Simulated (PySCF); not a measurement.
F$_{3}$Hf (SMILES [F][Hf+]([F])[F]), charge +1, singlet, geometry from GFN2-xTB (such geometries of metal compounds can be far from the true shape) (the multiplicity is a formal guess) (core potentials on Hf); PBE0/def2-SVP (PySCF).

PySCF was given this input:
```python
from pyscf import gto, scf, dft

mol = gto.M(
    atom='''
Hf    0.02643004    0.24370484    0.07704611
F     1.52633092   -0.79543891   -0.29280991
F    -0.83493396   -0.99952485    1.16274766
F    -0.90283724   -0.15467495   -1.48630661
''',
    basis='def2-svp',
    ecp={'Hf': 'def2-svp'},
    charge=1,
    verbose=4,
)

mf = dft.RKS(mol)
mf.xc = 'pbe0'
mf.kernel()
mf.analyze()
```

Q: Predict the main parts of the log of this PySCF run.

A: 
```
PySCF version 2.14.0

[INPUT] verbose = 4
[INPUT] num. atoms = 4
[INPUT] num. electrons = 38
[INPUT] charge = 1
[INPUT] spin (= nelec alpha-beta = 2S) = 0
[INPUT] symmetry False subgroup None
[INPUT] Mole.unit = angstrom
[INPUT] Symbol           X                Y                Z      unit          X                Y                Z       unit  Magmom
[INPUT]  1 Hf     0.026430040000   0.243704840000   0.077046110000 AA    0.049945537061   0.460535402831   0.145596046863 Bohr   0.0
[INPUT]  2 F      1.526330920000  -0.795438910000  -0.292809910000 AA    2.884347414255  -1.503161688723  -0.553330536459 Bohr   0.0
[INPUT]  3 F     -0.834933960000  -0.999524850000   1.162747660000 AA   -1.577796516499  -1.888828221197   2.197274629379 Bohr   0.0
[INPUT]  4 F     -0.902837240000  -0.154674950000  -1.486306610000 AA   -1.706115118658  -0.292293293831  -2.808712430031 Bohr   0.0

nuclear repulsion = 138.322993434614
number of shells = 30
number of NR pGTOs = 129
number of NR cGTOs = 74
basis = def2-svp
ecp = {'Hf': 'def2-svp'}

******** <class 'pyscf.dft.rks.RKS'> ********
method = RKS
initial guess = minao
damping factor = 0
level_shift factor = 0
DIIS = <class 'pyscf.scf.diis.CDIIS'>
diis_start_cycle = 1
diis_space = 8
diis_damp = 0
SCF conv_tol = 1e-09
SCF conv_tol_grad = None
SCF max_cycles = 50
direct_scf = True
direct_scf_tol = 1e-13
XC library pyscf.dft.libxc version 7.1.2
    S. Lehtola, C. Steigemann, M. J. T. Oliveira, and M. A. L. Marques,  SoftwareX 7, 1–5 (2018)
XC functionals = pbe0
    C. Adamo and V. Barone,  J. Chem. Phys. 110, 6158 (1999)
    M. Ernzerhof and G. E. Scuseria,  J. Chem. Phys. 110, 5029 (1999)
radial grids:
    Treutler-Ahlrichs [JCP 102, 346 (1995); DOI:10.1063/1.469408] (M4) radial grids

becke partition: Becke, JCP 88, 2547 (1988); DOI:10.1063/1.454033
pruning grids: <function nwchem_prune>
grids dens level: 3
symmetrized grids: False
atomic radii adjust function: <function treutler_atomic_radii_adjust>
small_rho_cutoff = 0
Set gradient conv threshold to 3.16228e-05
Initial guess from minao.
tot grids = 66584
init E= -334.436999507164
  HOMO = -0.716038618308192  LUMO = -0.337875480251547  gap/eV = 10.29034
cycle= 1 E= -346.781089427252  delta_E= -12.3  |g|= 0.884  |ddm|=  7.6
  HOMO = -0.503715335413279  LUMO = -0.367312735811772  gap/eV = 3.71170
cycle= 2 E= -345.991802021175  delta_E= 0.789  |g|=  2.3  |ddm|=    2
  HOMO = -0.635572032278677  LUMO = -0.316799208941781  gap/eV = 8.67425
cycle= 3 E= -346.920222893023  delta_E= -0.928  |g|= 0.114  |ddm|= 1.57
  HOMO = -0.649141508446384  LUMO = -0.34030793793022  gap/eV = 8.40379
cycle= 4 E= -346.923137730589  delta_E= -0.00291  |g|= 0.0428  |ddm|= 0.189
  HOMO = -0.648297681093607  LUMO = -0.33586027733444  gap/eV = 8.50185
cycle= 5 E= -346.923510567512  delta_E= -0.000373  |g|= 0.00502  |ddm|= 0.0345
  HOMO = -0.648463596208559  LUMO = -0.334997331815693  gap/eV = 8.52985
cycle= 6 E= -346.923516945693  delta_E= -6.38e-06  |g|= 0.000592  |ddm|= 0.00606
  HOMO = -0.648474643948916  LUMO = -0.335032978509329  gap/eV = 8.52918
cycle= 7 E= -346.923517020347  delta_E= -7.47e-08  |g|= 0.000136  |ddm|= 0.00061
  HOMO = -0.648469786896071  LUMO = -0.33503833645479  gap/eV = 8.52890
cycle= 8 E= -346.923517023558  delta_E= -3.21e-09  |g|= 5.4e-05  |ddm|= 0.00011
  HOMO = -0.64846892038772  LUMO = -0.335038958151024  gap/eV = 8.52886
cycle= 9 E= -346.923517024023  delta_E= -4.65e-10  |g|= 2.13e-05  |ddm|= 4.42e-05
  HOMO = -0.648466787714157  LUMO = -0.335040104671432  gap/eV = 8.52877
Extra cycle  E= -346.923517023801  delta_E= 2.21e-10  |g|= 4.19e-05  |ddm|= 4.02e-05
converged SCF energy = -346.923517023801
**** SCF Summaries ****
Total Energy =                        -346.923517023801480
Nuclear Repulsion Energy =             138.322993434613579
One-electron Energy =                 -764.367368735284344
Two-electron Energy =                  279.120858276869285
Two-electron Coulomb Energy =          315.915957868770306
DFT Exchange-Correlation Energy =      -36.795099591901050
HOMO-LUMO gap [eV] =                     8.528774461243794
**** MO energy ****
MO #1   energy= -24.9980693037072  occ= 2
MO #2   energy= -24.9979707941624  occ= 2
MO #3   energy= -24.9979560776712  occ= 2
MO #4   energy= -2.83399715827832  occ= 2
MO #5   energy= -1.68595789177892  occ= 2
MO #6   energy= -1.68595760038437  occ= 2
MO #7   energy= -1.6828047691599   occ= 2
MO #8   energy= -1.3776150784934   occ= 2
MO #9   energy= -1.37011353196507  occ= 2
MO #10  energy= -1.37010867262098  occ= 2
MO #11  energy= -0.704073843311754 occ= 2
MO #12  energy= -0.704070417648406 occ= 2
MO #13  energy= -0.696435281358405 occ= 2
MO #14  energy= -0.693006826802657 occ= 2
MO #15  energy= -0.693004881896996 occ= 2
MO #16  energy= -0.678325180586238 occ= 2
MO #17  energy= -0.652483030484533 occ= 2
MO #18  energy= -0.652479786151948 occ= 2
MO #19  energy= -0.648466787714157 occ= 2
MO #20  energy= -0.335040104671432 occ= 0
MO #21  energy= -0.289597114227413 occ= 0
MO #22  energy= -0.289596851651782 occ= 0
MO #23  energy= -0.261726804661262 occ= 0
MO #24  energy= -0.236477195735384 occ= 0
MO #25  energy= -0.23647705394485  occ= 0
MO #26  energy= -0.115464531185495 occ= 0
MO #27  energy= -0.111296114694265 occ= 0

WARN: System has nonzero charge 1; the dipole moment is origin-dependent.
Location of origin: [0. 0. 0.]

Dipole moment(X, Y, Z, Debye):  0.71344,  6.57736,  2.07945
```
